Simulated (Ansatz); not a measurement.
Ligand exchange: GeH(NH2)3 + SiH2(CH3)(NH2) → Ge(NH2)4 + SiH3(CH3)

Species: GeH(NH2)3, singlet; SiH2(CH3)(NH2), singlet; Ge(NH2)4, singlet; SiH3(CH3) (methylsilane), singlet. The partners trade H for NH2: Ge–H and Si–NH2 bonds give way to Ge–NH2 and Si–H.

Shapes, held fixed at every level: PBE0-D4/def2-TZVP. Flexible molecules stand in one conformer, not always the lowest. Programs: Ansatz 0.2.0. The zero-point and thermal change to 298 K, harmonic and unscaled (PBE0-D4/def2-TZVP), is +0.1 kJ/mol.

```tsv
level	kind	ΔH(298 K) (kJ/mol)	less CCSD(T)/def2-TZVPP
HF/def2-SVP	Hartree–Fock	+17.3	+1.8
PBE-D4/def2-TZVPP	GGA	+21.1	+5.6
PBE0-D4/def2-TZVPP	global hybrid	+21.0	+5.5
MP2/def2-SVP	perturbation theory	+11.6	-3.9
CCSD(T)/def2-SVP	coupled cluster or CI	+10.8	-4.7
CCSD/def2-TZVPP	coupled cluster or CI	+16.6	+1.1
CCSD(T)/def2-TZVPP	coupled cluster or CI	+15.5	0.0
```

The highest level, CCSD(T)/def2-TZVPP, gives ΔH(298 K) = +15.5 kJ/mol; the levels span +10.8 to +21.1. The column of differences is taken from that level and isn't an error. No measured value is set beside it here. Relativity is left out for Ge. Outer-core shells of Ge are correlated, in sets that cover them unevenly.
